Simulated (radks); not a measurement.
Task: La XVI, 42 electrons, occupied as [Kr] 4d5 5s1 (not the ground configuration). Method: Dirac Kohn-Sham, PBE, spin-unpolarised, spherical densities, finite nucleus; open shells fill j = l - 1/2 first; Fermi nuclear charge, rms radius 4.855 fm; computed with a radial shooting solver on a logarithmic mesh with Libxc functionals.

Spin-orbit splittings of the eigenvalues, e(l+1/2) - e(l-1/2), with zeta = 2 splitting/(2l+1) and mean radii in bohr:

shell  occ.  splitting (eV)  zeta (eV)  <r> j=l-1/2  <r> j=l+1/2
2p        6           413.3      275.6      0.08988      0.09597
3p        6           81.24      54.16       0.2736       0.2855
3d       10               ?          ?       0.2561       0.2598
4p        6           19.37      12.91       0.6419       0.6637
4d        5           3.717      1.487       0.6895       0.6961
4f        0          0.6298     0.1799       0.7293       0.7318
5p        0           6.172      4.115        1.260        1.292

Estimate the 3d splitting.

Result: 17.47 eV (zeta = 6.986 eV).
